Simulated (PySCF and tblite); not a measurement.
Results of a calculation; reference values are marked as such.
System: CF4NSi (charge -1), numbered as in [N:1]#[C:2][Si-:3]([F:4])([F:5])([F:6])[F:7].

The path came from a restrained scan, a climbing-image band and a saddle search at GFN2-xTB; energies are PBE0/pcSseg-1 + D3(BJ)//B3LYP-D3(BJ)/def2-SVP, thermal terms GFN2-xTB. Rates follow Eyring's equation with the number of equivalent paths and no tunnelling. Run with tblite and PySCF.

The ion is treated without a counter-ion.

(1) Estimate the barrier and the room-temperature rate of the Berry pseudorotation at Si3 with C2 as pivot.

## Answers

(1) The electronic barrier is 4.5 kcal/mol and ΔG‡(298 K) 5.1 kcal/mol, over a C4v saddle with an imaginary mode of 48i cm⁻¹ (GFN2-xTB). With 1 equivalent path, k is 1.1×10⁹ s⁻¹, a mean lifetime of the start of 910 ps against this motion.
